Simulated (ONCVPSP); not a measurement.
P (Z = 15), ONCV: configuration errors across variants

```json
{
 "Element": "phosphorus",
 "Generator": "ONCVPSP 4.0.1",
 "Type": "optimised norm-conserving Vanderbilt (ONCV)",
 "Functional": "PBEsol",
 "Relativity": "scalar-relativistic",
 "Frozen core": "[Ne]",
 "Valence charge": "5",
 "Reference configuration": "3s1.5 3p3.5",
 "Partial waves": "3s: rc 1.40 bohr, ncon 5, nbas 9, qcut 4.2 1/bohr, 1 projector; 3p: rc 1.55 bohr, ncon 4, nbas 8, qcut 6.3 1/bohr, 2 projectors, debl 3 Ha",
 "Local potential": "polynomial inside 1.05 bohr (lpopt 5, dvloc0 1 Ha)",
 "Core correction": "none"
}
```

All-electron excitation energies from the reference (eV): (1) 3s2 3p3 -4.237; (2) 3s2 3p2 5.461; (3) 3s2 3p1 24.573; (4) 3s1 3p4 4.272.

Errors AE − PS in meV (a dash: test not solved or not reliable):

| change | (1) | (2) | (3) | (4) | bound ghosts | GHOST(+) flags above zero |
| --- | --- | --- | --- | --- | --- | --- |
| base | +0.3 | +1.1 | +25 | -0.1 | none | s |
| p: qcut 4 | +0.4 | +0.8 | +23 | 0.0 | none | s |
| p: qcut 4.7 | +0.3 | +0.9 | +24 | 0.0 | none | s |
| p: qcut 5.8 | +0.3 | +1.1 | +25 | -0.1 | none | s |
| p: qcut 6.4 | +0.3 | +1.1 | +25 | -0.1 | none | s |
| p: qcut 8.2 | +0.3 | +0.8 | +23 | 0.0 | none | s |
| p: qcut 9.3 | +0.4 | +0.5 | +20 | 0.0 | none | s |

Task: Give the same row for: p: qcut 7.3.

Result: +0.3, +1.0, +24, -0.1; bound ghosts: none; GHOST(+) flags above zero: s.
